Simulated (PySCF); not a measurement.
# Excited states of Ce⁵⁶⁺ (cerium, charge +56)

Ground state 1s2, ¹S. Calculation: PySCF 2.14, in an even-tempered Gaussian basis (18 s from 8.32 bohr⁻², ratio 2.5; 9 p from 10.2 bohr⁻², ratio 2.7; 7 d from 11.3 bohr⁻², ratio 2.7; 3 f from 900 bohr⁻², ratio 2.7); the spin-free X2C one-electron Hamiltonian (Gaussian nucleus). Vertical excitation energies in eV without spin-orbit coupling; excited terms of each kind are numbered among those the solver found.

| term | leading excitation | CIS |
| --- | --- | --- |
| 1 3S | 1s → s | 35099.7 |
| 1 1S | 1s → s | 35189.4 |
| 1 3P° | 1s → p | 35549.8 |
| 1 1P° | 1s → p | 35603.4 |
| 2 3S | 1s → s | 41754.5 |
| 2 1S | 1s → s | 41777.9 |
| 2 3P° | 1s → p | 41887.2 |
| 2 1P° | 1s → p | 41901.9 |
| 1 3D | 1s → d | 41977.3 |
| 1 1D | 1s → d | 41978.0 |

What does TDHF give for these terms?

1 3S 35099.6; 1 1S 35189.3; 1 3P° 35549.8; 1 1P° 35603.4; 2 3S 41754.4; 2 1S 41777.9; 2 3P° 41887.1; 2 1P° 41901.9; 1 3D 41977.3; 1 1D 41978.0 (eV).

Oscillator strength of the first ¹S → ¹P° line: CIS 0.749, TDHF 0.748.

The spin-orbit splitting of the hole, absent here, rivals or exceeds the spacing of these terms, so the LS terms are model states.

Only the lower part of the computed list is shown. Doubly excited terms such as np² are absent. The solver can miss terms.
